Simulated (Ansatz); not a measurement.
Two members of one family (Series BMe2X), computed with Ansatz in the gas phase; def2 core potentials for I, no spin–orbit coupling. The two geometries come from different levels. A negative affinity means that the extra electron isn't bound at that geometry and level; within about 0.2 eV of zero the sign isn't settled. Binding counts from free atoms in the multiplicity of their measured ground term, without zero-point energy. A dash marks a value that wasn't run or was left out as unsound. The structures are stationary points that may keep the symmetry of their start. Remarks come from the PBE and PBE0 runs and from stability tests at other levels; not every state was tested. A HOMO above zero means that the electron is unbound at that level and held by the basis, or that self-interaction error raises the level; the energy of removing that electron tells which. HOMO above LUMO (over both spins in singlets and doublets, within one spin in higher multiplets; at PBE or PBE0), or a gap under 0.15 eV within one spin, warns that the state may not be the lowest or that an electron is smeared out.

First: BMe2I (singlet, charge 0, PBE0-D4/def2-SVP geometry).

Cartesian coordinates in Å:
```
B 0.399 0.226 0.161
C 0.346 -1.329 0.274
H 0.756 -1.719 -0.678
H -0.688 -1.705 0.341
H 0.957 -1.756 1.080
C -0.746 1.101 -0.437
H -1.411 1.356 0.412
H -1.365 0.542 -1.157
H -0.418 2.052 -0.876
I 2.169 1.233 0.881
```

```tsv
level	HOMO (eV)	LUMO (eV)	gap (eV)	vertical EA (eV)	binding per atom (eV)
PBE-D4/def2-SVP	-5.93	-1.95	3.98	–	3.92
PBE-D4/def2-TZVPD	-6.10	-2.09	4.01	-0.27	3.89
r2SCAN-D4/def2-TZVP	-6.35	-1.73	4.62	–	3.85
r2SCAN-D4/def2-TZVPD	-6.36	-1.74	4.61	-0.37	3.85
PBE0-D4/def2-TZVPD	-7.23	-1.16	6.07	-0.41	3.85
```

Remarks: HOMO above zero (-1 doublet), gap within one spin near zero at PBE or PBE0 (-1 doublet).

Second: BMe2(CN) (singlet, charge 0, PBE-D4/def2-SVP geometry).

```tsv
atom	x (Å)	y (Å)	z (Å)
B1	-0.015	0.092	0.219
C2	-1.034	0.596	-0.859
H3	-1.977	0.028	-0.664
H4	-0.736	0.369	-1.901
H5	-1.312	1.664	-0.758
C6	1.096	-0.979	-0.051
H7	2.037	-0.398	-0.214
H8	0.930	-1.579	-0.967
H9	1.309	-1.641	0.813
C10	-0.112	0.696	1.651
N11	-0.187	1.153	2.731
```

Question: Estimate the same table for the second.

Answer: 
```
               level  HOMO (eV)  LUMO (eV)  gap (eV)  vertical EA (eV)  binding per atom (eV)
     PBE-D4/def2-SVP      -7.65      -2.98      4.67                 –                   4.53
   PBE-D4/def2-TZVPD      -7.82      -3.18      4.64              0.42                   4.49
 r2SCAN-D4/def2-TZVP      -8.08      -2.89      5.19                 –                   4.38
r2SCAN-D4/def2-TZVPD      -8.09      -2.90      5.18              0.42                   4.38
  PBE0-D4/def2-TZVPD      -9.17      -2.21      6.96              0.39                   4.40
```

Remarks: HOMO above zero (-1 doublet).
